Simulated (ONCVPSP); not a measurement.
## scandium (Sc): one change to an ONCV potential, before and after

```
Element                 : Sc
Generator               : ONCVPSP 4.0.1
Type                    : optimised norm-conserving Vanderbilt (ONCV)
Functional              : LDA (Perdew-Zunger)
Relativity              : scalar-relativistic
Frozen core             : [Ar]
Valence charge          : 3
Reference configuration : 3d1 4s1.75 4p0.25
Partial waves           : 4s: rc 2.75 bohr, ncon 4, nbas 8, qcut 2.9 1/bohr, 1 projector; 4p: rc 3.25 bohr, ncon 3, nbas 7, qcut 2.7 1/bohr, 2 projectors, debl 1.9 Ha; 3d: rc 2.90 bohr, ncon 3, nbas 8, qcut 6.4 1/bohr, 3 projectors, debl 3.4 Ha
Local potential         : polynomial inside 1.85 bohr (lpopt 5, dvloc0 4 Ha)
Core correction         : none
```

All-electron outer shells of the reference configuration (LDA (Perdew-Zunger), scalar-relativistic, ld1.x):

```tsv
shell	level (eV)	outermost node (bohr)	outermost maximum (bohr)
3s	-55.04	0.42	0.92
3p	-33.89	0.39	0.97
4s	-4.49	1.33	3.06
3d	-3.72	–	1.10
4p	-1.68	1.49	4.03
```

Change: s: rc 3.42.

Cutoffs: the cutoffs (Ha) at which the residual kinetic energy of the hardest occupied pseudo-wave falls to 1 and 0.1 mHa per electron; they do not see the model core or the augmentation charge, which bear on the density cutoff. Errors are all-electron minus pseudo energies relative to the spin-unpolarised reference configuration.

**Question.** How do hardness, ghosts and transferability respond?

**Answer.** The potential gets neither clearly harder nor softer (13 Ha and 15 Ha → 13 Ha and 15 Ha); the errors of the 4 common tests hardly move; neither file shows a bound ghost.

```csv
quantity,base,changed
"cutoff, loose",13 Ha,13 Ha
"cutoff, tight",15 Ha,15 Ha
loose cutoff by channel,"s 2.5 Ha, p 1.2 Ha, d 13 Ha","s 2.4 Ha, p 1.2 Ha, d 13 Ha"
bound ghosts,none,none
GHOST(+) flags under 300 eV,none,none
"error for 3d1 4s2 4p0, meV [ΔE -0.70 eV]",+0.4,+0.3
"error for 3d1 4s1 4p0, meV [ΔE 6.37 eV]",+14,+14
"error for 3d1 4s0 4p0, meV [ΔE 19.33 eV]",+151,+147
"error for 3d1 4s1 4p1, meV [ΔE 2.14 eV]",+3.2,+2.9
p: phases at 3.30 bohr within 0.05 rad from the reference energy up to (Ha; the scan ends near 5),2.9,2.9
d: phases at 2.94 bohr within 0.05 rad from the reference energy up to (Ha; the scan ends near 5),0.2,0.2
```
